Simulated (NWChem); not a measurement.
System: LiOH cation, doublet; SMILES of the neutral closed-shell parent [OH][Li]

Input file for NWChem:

```
start job
memory heap 200 mb stack 900 mb global 1100 mb
charge 1
geometry units angstroms noautoz
  Li    -0.878441    -0.886055    -0.761150
  O      0.212807     0.362097     0.197004
  H      0.986695     0.419273     0.805683
end
basis spherical
  Li library aug-cc-pvtz
  O library aug-cc-pvtz
  H library aug-cc-pvtz
end
dft
  odft
  mult 2
  xc hfexch
  iterations 150
  mulliken
end
task dft energy
```

Coordinates come from a B3LYP/6-31G* (spherical d), spin-unrestricted optimisation. The spin multiplicity was typed, not searched, and may not be the lowest. No stability test was run on the SCF state.

Q: Give the results of this calculation. (UHF/aug-cc-pVTZ.) Quantities: basis functions; energy (Ha); highest occupied level (eV); lowest empty minus highest occupied level, either spin (eV); <S²>.

A: 
```
Property                                                      Value
-----------------------------------------------------------  ------
number of basis functions                                       115
energy (Ha)                                                  -82.70
highest occupied level (eV)                                  -20.98
lowest empty minus highest occupied level, either spin (eV)   16.22
<S²>                                                          0.757
```
